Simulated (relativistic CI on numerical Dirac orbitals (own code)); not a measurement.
# Line list: Electric-dipole lines, As4+

Method of calculation: Dirac-Coulomb-Breit CI, separate exchange-only KLI orbitals for each configuration, model QED (radiative potential, 1s self-energy scaled to tabulated hydrogen-like ionisation energies), valence Slater integrals scaled by 0.85, P86 correlation energy added to each configuration (own radial code, finite nucleus).

CI space (outside the closed core [Ar]): 3d¹⁰4s, 3d¹⁰4p, 3d¹⁰4d, 3d¹⁰4f, 3d¹⁰5s, 3d¹⁰5p, 3d⁹4s², 3d¹⁰5d, 3d¹⁰6s, 3d¹⁰6p, 3d¹⁰5f, 3d⁹4p², 3d¹⁰5g, 3d¹⁰6d, 3d⁸4s4p², 3d¹⁰7s. Levels of other configurations are missing.

| λ vac (Å) | Lower | Upper | A (s⁻¹) | E lower (eV) | E upper (eV) |
| --- | --- | --- | --- | --- | --- |
| 632.11 | 3d¹⁰4p ²P°3/2 [3] | 3d¹⁰5s ²S1/2 [6] | 4.63e+09 | 12.4603 | 32.0747 |
| 735.03 | 3d¹⁰4p ²P°1/2 [2] | 3d¹⁰4d ²D3/2 [4] | 6.66e+09 | 11.9775 | 28.8456 |
| 754.29 | 3d¹⁰4p ²P°3/2 [3] | 3d¹⁰4d ²D5/2 [5] | 7.58e+09 | 12.4603 | 28.8975 |
| 756.68 | 3d¹⁰4p ²P°3/2 [3] | 3d¹⁰4d ²D3/2 [4] | 1.25e+09 | 12.4603 | 28.8456 |
| 995.04 | 3d¹⁰4s ²S1/2 [1] | 3d¹⁰4p ²P°3/2 [3] | 2.14e+09 | 0.0000 | 12.4603 |
| 1035.1 | 3d¹⁰4s ²S1/2 [1] | 3d¹⁰4p ²P°1/2 [2] | 1.89e+09 | 0.0000 | 11.9775 |
| 1036.7 | 3d¹⁰4d ²D3/2 [4] | 3d¹⁰4f ²F°5/2 [12] | 5.15e+09 | 28.8456 | 40.8048 |
| 1041.4 | 3d¹⁰4d ²D5/2 [5] | 3d¹⁰4f ²F°7/2 [11] | 5.47e+09 | 28.8975 | 40.8030 |
| 1585.7 | 3d¹⁰4f ²F°7/2 [11] | 3d¹⁰5g ²G9/2 [21] | 2.70e+09 | 40.8030 | 48.6221 |
| 1586.0 | 3d¹⁰4f ²F°5/2 [12] | 3d¹⁰5g ²G7/2 [20] | 2.61e+09 | 40.8048 | 48.6219 |
| 1598.2 | 3d¹⁰5p ²P°3/2 [8] | 3d¹⁰6s ²S1/2 [15] | 1.29e+09 | 36.5093 | 44.2672 |
| 1628.9 | 3d¹⁰4d ²D5/2 [5] | 3d¹⁰5p ²P°3/2 [8] | 8.45e+08 | 28.8975 | 36.5093 |
| 1654.5 | 3d¹⁰4d ²D3/2 [4] | 3d¹⁰5p ²P°1/2 [7] | 9.24e+08 | 28.8456 | 36.3393 |
| 1860.6 | 3d¹⁰5p ²P°1/2 [7] | 3d¹⁰5d ²D3/2 [13] | 1.35e+09 | 36.3393 | 43.0031 |
| 1902.7 | 3d¹⁰5p ²P°3/2 [8] | 3d¹⁰5d ²D5/2 [14] | 1.55e+09 | 36.5093 | 43.0254 |
| 2254.3 | 3d¹⁰5d ²D3/2 [13] | 3d¹⁰5f ²F°5/2 [19] | 1.32e+09 | 43.0031 | 48.5029 |
| 2264.1 | 3d¹⁰5d ²D5/2 [14] | 3d¹⁰5f ²F°7/2 [18] | 1.40e+09 | 43.0254 | 48.5015 |
| 2795.9 | 3d¹⁰5s ²S1/2 [6] | 3d¹⁰5p ²P°3/2 [8] | 3.81e+08 | 32.0747 | 36.5093 |
| 2907.3 | 3d¹⁰5s ²S1/2 [6] | 3d¹⁰5p ²P°1/2 [7] | 3.40e+08 | 32.0747 | 36.3393 |
| 3156.0 | 3d¹⁰6p ²P°3/2 [17] | 3d¹⁰7s ²S1/2 [24] | 4.72e+08 | 46.3665 | 50.2950 |
| 3710.9 | 3d¹⁰5d ²D5/2 [14] | 3d¹⁰6p ²P°3/2 [17] | 2.96e+08 | 43.0254 | 46.3665 |
| 3719.0 | 3d¹⁰6p ²P°1/2 [16] | 3d¹⁰6d ²D3/2 [22] | 4.07e+08 | 46.2836 | 49.6174 |
| 3779.5 | 3d¹⁰5d ²D3/2 [13] | 3d¹⁰6p ²P°1/2 [16] | 3.19e+08 | 43.0031 | 46.2836 |
| 3800.2 | 3d¹⁰6p ²P°3/2 [17] | 3d¹⁰6d ²D5/2 [23] | 4.71e+08 | 46.3665 | 49.6290 |
| 5578.9 | 3d¹⁰4f ²F°7/2 [11] | 3d¹⁰5d ²D5/2 [14] | 4.21e+07 | 40.8030 | 43.0254 |
| 5639.9 | 3d¹⁰4f ²F°5/2 [12] | 3d¹⁰5d ²D3/2 [13] | 4.31e+07 | 40.8048 | 43.0031 |
| 5906.0 | 3d¹⁰6s ²S1/2 [15] | 3d¹⁰6p ²P°3/2 [17] | 1.10e+08 | 44.2672 | 46.3665 |
| 6148.8 | 3d¹⁰6s ²S1/2 [15] | 3d¹⁰6p ²P°1/2 [16] | 9.84e+07 | 44.2672 | 46.2836 |
| 10996.1 | 3d¹⁰5f ²F°7/2 [18] | 3d¹⁰6d ²D5/2 [23] | 2.05e+07 | 48.5015 | 49.6290 |
| 11125.5 | 3d¹⁰5f ²F°5/2 [19] | 3d¹⁰6d ²D3/2 [22] | 2.09e+07 | 48.5029 | 49.6174 |

Terms are leading LS components. Brackets give the number of a level in order of energy, since labels repeat. The list gives strong lines, with weight on those to low levels, without lines whose two gauges differ by over a factor of 2.5, among the lowest 28 of 263 levels, so that lines to higher ones, which can be the strongest, are missing. Levels whose partners in the same complex of configurations lie outside the list can be far off, and so can their lines. Rates are taken at the computed energies, electric ones in the length gauge.

At this charge configurations can still be misplaced by up to about 7 % of their energy. 3 of the 3 excited levels that our extract of the measured tables holds in this range could be paired (the sources list more); they are missed by 4469 cm⁻¹ on average and 4896 at most, and levels without a partner can miss by more.

Q: From the table, what is the radiative lifetime of 3d¹⁰4d ²D3/2?

A: The listed rates from this level add up to about 7.92e+09 s⁻¹, 100 % of its decay; with all channels τ = 1.26e-10 s.
